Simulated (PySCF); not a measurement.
# AlSb: frontier orbitals

UHF at R = 2.761 Å; Al def2-SVPD, Sb def2-SVPD with ECP28; scalar-relativistic core potentials (PySCF 2.14). State: ³Σ⁻ (triplet), unpaired electrons π ↑↑. Only the outer orbitals are listed, counted within each symmetry, core potentials removing the inner ones.

```json
{"spin": "α", "orbital": "7σ", "occ.": "1", "ε (eV)": "-19.29", "on Al (%)": "4", "main shells (%)": "94 Sb s"}
{"spin": "α", "orbital": "8σ", "occ.": "1", "ε (eV)": "-11.49", "on Al (%)": "65", "main shells (%)": "65 Al s, 27 Sb p"}
{"spin": "α", "orbital": "4π", "occ.": "1", "ε (eV)": "-8.69", "on Al (%)": "5", "main shells (%)": "94 Sb p"}
{"spin": "α", "orbital": "4π", "occ.": "1", "ε (eV)": "-8.69", "on Al (%)": "5", "main shells (%)": "94 Sb p"}
{"spin": "α", "orbital": "9σ", "occ.": "1", "ε (eV)": "-7.20", "on Al (%)": "51", "main shells (%)": "48 Sb p, 26 Al p, 24 Al s"}
{"spin": "α", "orbital": "5π", "occ.": "0", "ε (eV)": "0.77", "on Al (%)": "87", "main shells (%)": "86 Al p, 8 Sb d"}
{"spin": "α", "orbital": "5π", "occ.": "0", "ε (eV)": "0.77", "on Al (%)": "87", "main shells (%)": "86 Al p, 8 Sb d"}
{"spin": "α", "orbital": "10σ", "occ.": "0", "ε (eV)": "1.68", "on Al (%)": "94", "main shells (%)": "92 Al s"}
{"spin": "β", "orbital": "7σ", "occ.": "1", "ε (eV)": "-15.71", "on Al (%)": "16", "main shells (%)": "81 Sb s, 12 Al s"}
{"spin": "β", "orbital": "8σ", "occ.": "1", "ε (eV)": "-10.93", "on Al (%)": "67", "main shells (%)": "67 Al s, 19 Sb p, 14 Sb s"}
{"spin": "β", "orbital": "9σ", "occ.": "1", "ε (eV)": "-6.82", "on Al (%)": "52", "main shells (%)": "45 Sb p, 38 Al p, 13 Al s"}
{"spin": "β", "orbital": "4π", "occ.": "0", "ε (eV)": "0.00", "on Al (%)": "60", "main shells (%)": "57 Al p, 41 Sb p"}
{"spin": "β", "orbital": "4π", "occ.": "0", "ε (eV)": "0.00", "on Al (%)": "60", "main shells (%)": "57 Al p, 41 Sb p"}
{"spin": "β", "orbital": "5π", "occ.": "0", "ε (eV)": "1.74", "on Al (%)": "56", "main shells (%)": "36 Sb p, 34 Al p, 21 Al d"}
```

Which are the highest filled and the lowest empty level, where do they sit, and how wide is the gap?

Highest filled β 9σ at -6.82 eV (in %: 45 Sb p, 38 Al p, 13 Al s); lowest empty β 4π at 0.00 eV (in %: 57 Al p, 41 Sb p); the gap at UHF is 6.82 eV.

| Quantity | Value |
| --- | --- |
| bond order (Mayer) | 0.99 |
| ⟨S²⟩ | 2.020 |
| charge on Al (Mulliken, basis-dependent) | 0.33 |
| charge on Al (Löwdin, basis-dependent) | 0.03 |
| dipole moment (positive dipole means Al(−)Sb(+)) | -1.09 D |
| polarisability along the bond | 140.5 bohr³ |
| polarisability across the bond | 76.6 bohr³ |

Spin–orbit coupling is left out. The state is the lowest determinant that a PBE0 search found; another state may lie lower at other levels.
